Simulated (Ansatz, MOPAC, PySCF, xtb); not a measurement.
Noncovalent pair: NH3 (SMILES N) (first 4 atoms) with Si2H6 (SMILES [SiH3][SiH3]); geometry from B3LYP-D3(BJ)/def2-TZVP, rigid monomers moved along the line of their centres of mass till N1···Si5 is 4.34 Å.
(charge 0, multiplicity 1):
| atom | x (Å) | y (Å) | z (Å) |
|---|---|---|---|
| N | -0.4125 | 0.1890 | 0.9608 |
| H | -0.3598 | -0.6942 | 0.4668 |
| H | -1.3615 | 0.5340 | 0.8745 |
| H | 0.1981 | 0.8436 | 0.4856 |
| Si | 0.5159 | -1.2808 | 4.9351 |
| Si | 0.6330 | 1.0535 | 5.0912 |
| H | 0.8042 | -1.9110 | 6.2525 |
| H | 1.5114 | -1.8080 | 3.9714 |
| H | -0.8375 | -1.7254 | 4.5246 |
| H | 0.9668 | 1.4776 | 6.4783 |
| H | -0.6643 | 1.6816 | 4.7428 |
| H | 1.6857 | 1.6005 | 4.2017 |

Interaction energies are E(AB) − E(A) − E(B) at the monomers' geometry in the complex; basis-set methods are counterpoise corrected.

Frozen-core correlation. The state that PM6, PM7 reach isn't checked; PM7 holds dispersion and hydrogen-bond terms.

Run with Ansatz (an electronic-structure program) with Gaussian orbitals; MOPAC for PM6, PM7 (differences of heats of formation); PySCF for the dispersion terms; xtb for the GFN methods. 

```csv
level,interaction energy (kcal/mol)
PM6,-0.58
PM7,-0.78
GFN2-xTB,-0.80
PBE-D3(BJ)/def2-TZVPPD,-1.72
r2SCAN-D3(BJ)/def2-TZVPPD,-1.67
B3LYP-D4/def2-TZVPPD,-1.57
PBE0/def2-TZVPPD,…
MP2/aug-cc-pV(D+d)Z,-1.63
SCS-MP2/aug-cc-pV(D+d)Z,…
```

Fill in the missing entries.


- PBE0/def2-TZVPPD, interaction energy (kcal/mol): -1.15
- SCS-MP2/aug-cc-pV(D+d)Z, interaction energy (kcal/mol): -1.52
